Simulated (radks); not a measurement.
Results of a calculation; reference values are marked as such.
Removal energies from the lanthanum ion La4+, [Kr] 4d10 5s2 5p5, by Delta-SCF beside the eigenvalue of the level emptied. Code: a radial shooting solver on a logarithmic mesh with Libxc functionals. Model: scalar-relativistic Kohn-Sham, r2SCAN, spin-polarised, spherical densities, finite nucleus; meta-GGA in the generalised Kohn-Sham scheme; Fermi nuclear charge, rms radius of each element as measured or else 0.836 A^(1/3) + 0.57 fm. Open shells are filled with parallel spins first.

removed from,final configuration,Delta-SCF (eV),-eigenvalue (eV)
5p,[Kr] 4d10 5s2 5p4,62.678,56.837
5s,[Kr] 4d10 5s1 5p5,81.149,74.795
4d,[Kr] 4d9 5s2 5p5,154.33,143.10
4p,[Ar] 3d10 4s2 4p5 4d10 5s2 5p5,253.72,241.80
